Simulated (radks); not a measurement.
Species: the manganese ion Mn12+. Configuration: [He] 2s2 2p5 3s2 3p2 (not the ground configuration). All-electron calculation, scalar-relativistic Kohn-Sham, BLYP, spin-polarised, spherical densities, finite nucleus; open shells are filled with parallel spins first; Fermi nuclear charge, rms radius 3.7057 fm. Program: a radial shooting solver on a logarithmic mesh with Libxc functionals.

Unscreened Slater integrals over Kohn-Sham orbitals (eV). They are taken over the spin-up orbitals.

\begin{tabular}{lr}
integral & value \\ \hline
F0(3p,3p) & 34.534 \\
F2(3p,3p) & 17.541 \\
F0(3p,3s) & 34.323 \\
G1(3p,3s) & 22.643 \\
F0(3p,2p) & 45.960 \\
F2(3p,2p) & 10.843 \\
G0(3p,2p) & 4.3610 \\
G2(3p,2p) & 4.6858 \\
F0(3p,2s) & 44.773 \\
G1(3p,2s) & 3.4085 \\
F0(3s,3s) & 34.176 \\
F0(3s,2p) & 44.892 \\
G1(3s,2p) & 4.3617 \\
F0(3s,2s) & 44.044 \\
G0(3s,2s) & 3.4678 \\
F0(2p,2p) & 103.61 \\
F2(2p,2p) & 48.997 \\
F0(2p,2s) & 95.355 \\
G1(2p,2s) & 54.881 \\
F0(2s,2s) & 90.046 \\
\end{tabular}

Derived for the open shells (J is the average intra-shell exchange parameter used in DFT+U). 2p: J = F2/5 = 9.799 eV. 3p: J = F2/5 = 3.508 eV; in LS coupling 1D lies 6 F2/25 = 4.210 eV above 3P.
